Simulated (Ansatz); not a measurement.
One change: `N#[C][SnH]([F])[F]` becomes `C[S][SnH]([F])[F]`.

Ansatz, PBE0-D4/def2-TZVP geometries, multiplicity 1. Each molecule was computed in one conformer, which needn't be the lowest.

Elements past krypton have def2 core potentials.

```json
{"property": "LUMO energy (PBE/def2-TZVPP) / eV", "`N#[C][SnH]([F])[F]`": "-2.88"}
{"property": "HOMO–LUMO gap (PBE/def2-TZVPP) / eV", "`N#[C][SnH]([F])[F]`": "6.08"}
{"property": "ideal-gas entropy at 298 K and 1 bar (rigid rotor, harmonic PBE0-D4/def2-TZVP) / J/(mol·K)", "`N#[C][SnH]([F])[F]`": "349"}
{"property": "LUMO energy (PBE0/def2-TZVPP) / eV", "`N#[C][SnH]([F])[F]`": "-1.87"}
{"property": "HOMO energy (ωB97M-V/def2-TZVPP) / eV", "`N#[C][SnH]([F])[F]`": "-12.98"}
{"property": "HOMO energy (PBE/def2-TZVPP) / eV", "`N#[C][SnH]([F])[F]`": "-8.95"}
```

Question: What does the change do to each property? (An estimate is asked.)

Answer: Computed: 
```
                                                                                  property  `C[S][SnH]([F])[F]`  shift
                                                         LUMO energy (PBE/def2-TZVPP) / eV                -2.49   0.39
                                                       HOMO–LUMO gap (PBE/def2-TZVPP) / eV                 3.93  -2.15
ideal-gas entropy at 298 K and 1 bar (rigid rotor, harmonic PBE0-D4/def2-TZVP) / J/(mol·K)                  389     40
                                                        LUMO energy (PBE0/def2-TZVPP) / eV                -1.54   0.33
                                                     HOMO energy (ωB97M-V/def2-TZVPP) / eV                -9.88   3.10
                                                         HOMO energy (PBE/def2-TZVPP) / eV                -6.41   2.54
```

With PBE0 the HOMO rises by 2.99 eV and the LUMO rises by 0.33 eV, so the gap narrows by about 2.66 eV. PBE moves the HOMO by 2.54 eV and ωB97M-V by 3.10 eV. The zero-point energy changes by 82.0 kJ/mol with +9 modes. Modes under 60 cm⁻¹, often nearly free rotors, make the harmonic entropy too high.
